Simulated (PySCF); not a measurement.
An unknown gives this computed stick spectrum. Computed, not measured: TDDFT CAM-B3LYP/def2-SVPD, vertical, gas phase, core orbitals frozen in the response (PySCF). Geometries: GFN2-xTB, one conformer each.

```tsv
state	E (eV)	λ (nm)	f
S1	5.84	212.3	0.0010
S2	6.24	198.7	0.0070
S3	6.43	192.8	0.0013
S4	6.98	177.5	0.0097
S5	7.23	171.5	0.0003
S6	7.32	169.5	0.0060
S7	7.38	167.9	0.033
S8	7.52	164.8	0.303
```

Question: Which candidate is it? All have the formula C6H10OSi.
A. `C=C/C=C/C=C/O[SiH3]`
B. `CC#C[C@H]1CO[SiH2]C1`
C. `C=CCO[SiH2]C#CC`
D. `C=C/C=C\C(O[SiH3])=C`
E. `C=C(C#C[SiH2]C)CO`

Answer: C. Its S1 lies at 5.84 eV; the nearest of the others has S1 at 5.34 eV. S1 is HOMO-1→LUMO (75%). Löwdin shares by element: HOMO carbon 77% or more (atoms not listed hold the other 23%); LUMO carbon 32% or more, silicon 26%, hydrogen 7% or more (atoms not listed hold the other 35%). At the same level the other candidates give, for their lowest levels:
- `C=C(C#C[SiH2]C)CO`: 5.34 eV (f 0.023); 5.48 eV (f 0.266); 5.75 eV (f 0.001); 6.37 eV (f 0.001); 6.82 eV (f 0.007); T1 3.44 eV; HOMO -8.50, LUMO -0.16 eV
- `C=C/C=C/C=C/O[SiH3]`: 4.71 eV (f 1.373); 5.45 eV (f 0.002); 5.94 eV (f 0.000); 6.13 eV (f 0.005); 6.33 eV (f 0.003); T1 2.48 eV; HOMO -6.91, LUMO -0.11 eV
- `C=C/C=C\C(=C)O[SiH3]`: 4.90 eV (f 0.905); 5.87 eV (f 0.005); 6.13 eV (f 0.022); 6.43 eV (f 0.003); 6.61 eV (f 0.001); T1 2.62 eV; HOMO -7.38, LUMO -0.32 eV
- `CC#C[C@H]1CO[SiH2]C1`: 6.59 eV (f 0.001); 6.77 eV (f 0.011); 6.80 eV (f 0.005); 6.92 eV (f 0.004); 6.96 eV (f 0.025); T1 5.53 eV; HOMO -8.56, LUMO 1.14 eV

The values belong to the conformer `[CH2:1]=[CH:2][CH2:3][O:4][SiH2:5][C:6]#[C:7][CH3:8]`: C1–C2–C3–O4 4°, C2–C3–O4–Si5 -145°, C3–O4–Si5–C6 53°.
Triplets come from the Tamm–Dancoff approximation.
